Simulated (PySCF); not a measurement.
## Orbital picture of LiI

BHandHLYP at R = 2.422 Å; basis Li cc-pVDZ, I cc-pVDZ-PP with ECP28; scalar-relativistic core potentials; PySCF 2.14. State: ¹Σ⁺ (singlet), closed shell. Only the outer orbitals are listed, counted within each symmetry, core potentials removing the inner ones.

```json
{"orbital": "5σ", "occ.": "2", "ε (eV)": "-19.00", "on Li (%)": "6", "main shells (%)": "94 I s"}
{"orbital": "6σ", "occ.": "2", "ε (eV)": "-7.92", "on Li (%)": "19", "main shells (%)": "80 I p, 10 Li s"}
{"orbital": "3π", "occ.": "2", "ε (eV)": "-7.12", "on Li (%)": "6", "main shells (%)": "94 I p"}
{"orbital": "3π", "occ.": "2", "ε (eV)": "-7.12", "on Li (%)": "6", "main shells (%)": "94 I p"}
{"orbital": "7σ", "occ.": "0", "ε (eV)": "-1.29", "on Li (%)": "99", "main shells (%)": "72 Li s, 26 Li p"}
{"orbital": "4π", "occ.": "0", "ε (eV)": "0.34", "on Li (%)": "97", "main shells (%)": "97 Li p"}
{"orbital": "4π", "occ.": "0", "ε (eV)": "0.34", "on Li (%)": "97", "main shells (%)": "97 Li p"}
```

Which are the highest filled and the lowest empty level, where do they sit, and how wide is the gap?

Highest filled 3π at -7.12 eV (in %: 94 I p); lowest empty 7σ at -1.29 eV (in %: 72 Li s, 26 Li p); the gap at BHandHLYP is 5.83 eV.

The bond order (Mayer) is 1.23, the ⟨S²⟩ is 0.000 and the charge on Li (Mulliken, basis-dependent) is 0.25. The charge on Li (Löwdin, basis-dependent) is 0.21 and the dipole moment (positive dipole means Li(−)I(+)) is -7.21 D.

Spin–orbit coupling is left out.
